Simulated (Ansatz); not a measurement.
Worked example: GeH(OH)3 → Ge(OH)2 + H2O

Species: GeH(OH)3, singlet; Ge(OH)2, singlet; H2O (water) `O`, singlet. 

Shapes, held fixed at every level: PBE0-D4/def2-TZVP. Flexible molecules stand in one conformer, not always the lowest. Programs: Ansatz 0.2.0. The zero-point and thermal change to 298 K, harmonic and unscaled (PBE0-D4/def2-TZVP), is +0.6 kJ/mol.

At CCSD(T)/def2-TZVPP; 1 Eh = 2625.50 kJ/mol:

| species | energy (Eh) |
| --- | --- |
| GeH(OH)3 | -2303.502134 |
| Ge(OH)2 | -2227.126535 |
| H2O | -76.337011 |

Q: Work out ΔH(298 K) of the reaction at this level.

A: 
1. Products less reactants: (-2227.126535) + (-76.337011) − [(-2303.502134)] = 0.038588 Eh = +101.3 kJ/mol.
2. With the thermal change: +101.3 + (+0.6) = +101.9 kJ/mol.

Other levels give +67.5 (B3LYP-D4/def2-TZVPP) to +108.6 kJ/mol (MP2/def2-TZVPP). No measured value is set beside it here. Relativity is left out for Ge unless named. Correlated rows may include outer-core shells of Ge, which these sets cover unevenly.
